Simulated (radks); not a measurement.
Task: Cs II, configuration [Xe]. Method: non-relativistic Kohn-Sham, Slater X-alpha with alpha = 0.655, spin-polarised, spherical densities, point nucleus; relativity is left out, which matters for an element this heavy; computed with a radial shooting solver on a logarithmic mesh with Libxc functionals. Some entries of the table are withheld. Estimate them.

| orbital | occ. | eigenvalue (hartree) | <r^2> (bohr^2) | <r> (bohr) |
|---|---|---|---|---|
| 1s | 2 | -1256.510 | 0.001022 | 0.02765 |
| 2s | 2 | -191.9839 | 0.01656 | 0.1188 |
| 2p | 6 | (1) | 0.01240 | 0.1010 |
| 3s | 2 | -39.92495 | 0.1123 | 0.3138 |
| 3p | 6 | (2) | (3) | 0.3038 |
| 3d | 10 | -26.48866 | 0.08875 | 0.2743 |
| 4s | 2 | -7.56280 | 0.5944 | 0.7257 |
| 4p | 6 | -5.87718 | (4) | 0.7534 |
| 4d | 10 | -2.95958 | 0.8089 | 0.8336 |
| 5s | 2 | -1.04506 | 3.715 | 1.815 |
| 5p | 6 | -0.63567 | 5.061 | 2.106 |

Result: 
(1) 2p eigenvalue (hartree): -180.9872
(2) 3p eigenvalue (hartree): -35.23812
(3) 3p <r^2> (bohr^2): 0.1068
(4) 4p <r^2> (bohr^2): 0.6458
